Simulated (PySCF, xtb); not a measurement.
Cl₄HSi₂, SMILES Cl[SiH][Si](Cl)(Cl)Cl, multiplicity 2. One conformer was computed; it need not be the lowest.

Harmonic wavenumbers (cm⁻¹) from xtb with GFN2-xTB at its own minimum, in rising order: 25, 55, 89, 110, 144, 151, 182, 336, 413, 459, 469, 470, 562, 601, 2202.

Question: What does ωB97X-D3(BJ)/def2-SVP in PySCF give at its own minimum? (Estimate from the structure and the level; the computed values follow.)

Answer: 30, 54, 109, 136, 179, 189, 220, 385, 533, 548, 603, 625, 635, 754, 2238. Paired by order, the mean absolute difference is 65 cm⁻¹ and the zero-point energies are 9.0 and 10.3 kcal/mol.
